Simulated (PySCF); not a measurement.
Mapped SMILES: `[CH3:1][Si:2]([CH3:3])([CH3:4])[CH2:5][PH2:6]`. Hydrogens are named by the atom that carries them.

PySCF calculation with shielding tensors at PBE0/pcSseg-1 (GIAO) and structure optimised with GFN2-xTB; gas phase, single conformer, non-relativistic, one averaged value for each set of equivalent atoms.

Chemical shifts δ = σref − σ; 13C and 1H and 29Si vs TMS; 31P vs H3PO4, all at this level.

| atoms | nucleus | count | Hirshfeld charge | δ (ppm) |
| --- | --- | --- | --- | --- |
| H(C5) | 1H | 2 | 0.04 | ? |
| H(C1)/H(C3)/H(C4) | 1H | 9 | 0.04 | 0.07 |
| Si2 | 29Si | 1 | 0.41 | 2.5 |
| H(P6) | 1H | 2 | -0.02 | 2.80 |
| P6 | 31P | 1 | 0.07 | -193.5 |
| C1/C3/C4 | 13C | 3 | -0.22 | ? |
| C5 | 13C | 1 | -0.21 | 0.8 |

Fill in the missing shifts.

Results:


- C1/C3/C4: -1.5 ppm, methyl carbon bonded to Si; an electropositive neighbour leaves it electron-rich and shielded
- H(C5): 0.70 ppm, hydrogen on an sp3 CH2 bonded to P and Si; an electropositive neighbour shields it, as in TMS itself

Shifts are as computed. Against solution values, carbons near 30 ppm lie about +3 ppm off and those near 130 ppm about +5 ppm. Of 1211 compounds with measured shifts, 218 miss one by over three times the rms of a fit or turn the order of signals round; such compounds aren't used in these exercises. Experimental scales use liquid or dissolved standards, which lie at an offset from isolated H3PO4.
